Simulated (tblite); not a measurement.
Compound: C₅H₉BO₂Si.
Bonds: B1–O2, O2–C3, C3–C4 (double), C4–Si5, Si5–C6, C6–C7, C7–C8, C8–O9 (double), B1–O9, C4–C8. Hydrogens: H10, H11 on B1; H12 on C3; H13, H14 on Si5; H15, H16 on C6; H17, H18 on C7.
Bond orders are those of one Lewis drawing.

Computed with GFN2-xTB (tblite), gas phase: L-BFGS steps from a force-field or distance-geometry start until the largest atomic force falls under 0.01 eV/Å.

The end geometry, which sets the zero of energy:
```
atom  x, y, z in Å
B1      2.7165   -0.5811   -0.1497
O2      2.5379    0.9413   -0.0769
C3      1.3908    1.4667    0.0100
C4      0.1894    0.7806    0.0154
Si5    -1.5786    1.3481    0.1628
C6     -2.1710   -0.4609    0.3385
C7     -1.0497   -1.3343   -0.2304
C8      0.2687   -0.6199   -0.1316
O9      1.3385   -1.2781   -0.2241
H10     3.2994   -0.8351   -1.1535
H11     3.2414   -0.9357    0.8580
H12     1.3848    2.5574    0.0755
H13    -2.0963    2.0033   -1.0434
H14    -1.8471    2.1622    1.3487
H15    -2.3175   -0.7017    1.3911
H16    -3.1118   -0.6754   -0.1625
H17    -1.2216   -1.5214   -1.2947
H18    -0.9828   -2.3096    0.2553
```

**Question.** These geometries come from the run, each turned onto the end geometry. Order them by energy, lowest first.
A.
```
atom  x, y, z in Å
B1      2.6994   -0.5997   -0.1039
O2      2.5331    0.9273    0.0050
C3      1.3884    1.4656    0.0518
C4      0.1839    0.7912   -0.0107
Si5    -1.5949    1.3387    0.1072
C6     -2.1082   -0.4742    0.4462
C7     -1.0701   -1.2968   -0.3227
C8      0.2594   -0.6067   -0.1973
O9      1.3229   -1.2730   -0.2856
H10     3.3423   -0.8358   -1.0717
H11     3.1500   -0.9997    0.9205
H12     1.3880    2.5540    0.1454
H13    -2.1476    1.8213   -1.1646
H14    -1.8932    2.2902    1.1736
H15    -2.0106   -0.7010    1.5096
H16    -3.1218   -0.7458    0.1570
H17    -1.3319   -1.3158   -1.3862
H18    -0.9980   -2.3333    0.0151
```
B.
```
atom  x, y, z in Å
B1      2.7078   -0.5951   -0.1113
O2      2.5313    0.9242    0.0123
C3      1.3881    1.4659    0.0233
C4      0.1834    0.7901   -0.0377
Si5    -1.5889    1.3470    0.1203
C6     -2.1337   -0.4649    0.4041
C7     -1.0592   -1.3131   -0.2821
C8      0.2640   -0.6126   -0.1791
O9      1.3273   -1.2810   -0.2608
H10     3.3293   -0.8081   -1.1010
H11     3.1852   -0.9994    0.8996
H12     1.3943    2.5562    0.0881
H13    -2.1664    1.8991   -1.1102
H14    -1.8541    2.2172    1.2661
H15    -2.1404   -0.6787    1.4748
H16    -3.1194   -0.7173    0.0196
H17    -1.2786   -1.3957   -1.3523
H18    -0.9790   -2.3276    0.1148
```
C.
```
atom  x, y, z in Å
B1      2.6902   -0.5855   -0.1350
O2      2.5270    0.9356   -0.0277
C3      1.3919    1.4780    0.0734
C4      0.1930    0.7828   -0.0388
Si5    -1.5725    1.2892    0.0613
C6     -2.1046   -0.4702    0.5011
C7     -1.0930   -1.2753   -0.3306
C8      0.2566   -0.5994   -0.2100
O9      1.3370   -1.2582   -0.2792
H10     3.3999   -0.8918   -1.0418
H11     3.1180   -0.9530    0.9097
H12     1.3203    2.5640    0.2423
H13    -2.0844    1.6891   -1.2430
H14    -1.8674    2.1683    1.1596
H15    -1.9745   -0.6376    1.5780
H16    -3.1255   -0.6990    0.1984
H17    -1.3812   -1.2180   -1.3922
H18    -1.0398   -2.3127   -0.0370
```
D.
```
atom  x, y, z in Å
B1      2.6669   -0.5805   -0.1578
O2      2.5427    0.8858   -0.0283
C3      1.3394    1.4925    0.0803
C4      0.2414    0.8072   -0.0377
Si5    -1.5635    1.2776    0.0529
C6     -2.1092   -0.4895    0.5064
C7     -1.0976   -1.2368   -0.3232
C8      0.2485   -0.6350   -0.2098
O9      1.3563   -1.2174   -0.2661
H10     3.4089   -0.8968   -1.0339
H11     3.1173   -0.9499    0.9096
H12     1.3065    2.5657    0.2434
H13    -2.0800    1.6850   -1.2383
H14    -1.8642    2.1556    1.1519
H15    -1.9692   -0.6298    1.5924
H16    -3.1279   -0.6916    0.1897
H17    -1.3858   -1.2172   -1.4110
H18    -1.0396   -2.3185   -0.0318
```
E.
```
atom  x, y, z in Å
B1      2.7148   -0.5831   -0.1267
O2      2.5372    0.9397   -0.0347
C3      1.3887    1.4669    0.0144
C4      0.1860    0.7839   -0.0230
Si5    -1.5816    1.3482    0.1392
C6     -2.1557   -0.4618    0.3649
C7     -1.0567   -1.3262   -0.2607
C8      0.2658   -0.6177   -0.1620
O9      1.3358   -1.2780   -0.2326
H10     3.3099   -0.8228   -1.1273
H11     3.2247   -0.9560    0.8835
H12     1.3856    2.5563    0.0878
H13    -2.1309    1.9666   -1.0729
H14    -1.8253    2.1811    1.3174
H15    -2.2330   -0.7017    1.4269
H16    -3.1224   -0.6913   -0.0796
H17    -1.2630   -1.4838   -1.3250
H18    -0.9885   -2.3140    0.1991
```

**Answer.** E (0.003 eV), B (0.013 eV), A (0.028 eV), C (0.193 eV), D (0.772 eV).

In the order of the answer:

| step | E above end (eV) | largest force (eV/Å) | rms force component (eV/Å) | rms distance from end (Å) | rms bond change (Å) | bond most changed (Å) |
| --- | --- | --- | --- | --- | --- | --- |
| 40 | 0.003 | 0.07 | 0.020 | 0.046 | 0.001 | C6–H15 +0.002 |
| 29 | 0.013 | 0.09 | 0.030 | 0.102 | 0.001 | B1–O9 +0.003 |
| 20 | 0.028 | 0.08 | 0.030 | 0.169 | 0.002 | B1–O2 +0.005 |
| 2 | 0.193 | 0.79 | 0.282 | 0.215 | 0.014 | B1–O9 -0.028 |
| 0 | 0.772 | 5.21 | 1.263 | 0.221 | 0.041 | O2–C3 +0.087 |

The cost below is that of the whole relaxation. Time: 1.6 s of wall time. Hardware: AMD EPYC, one thread, shared host.
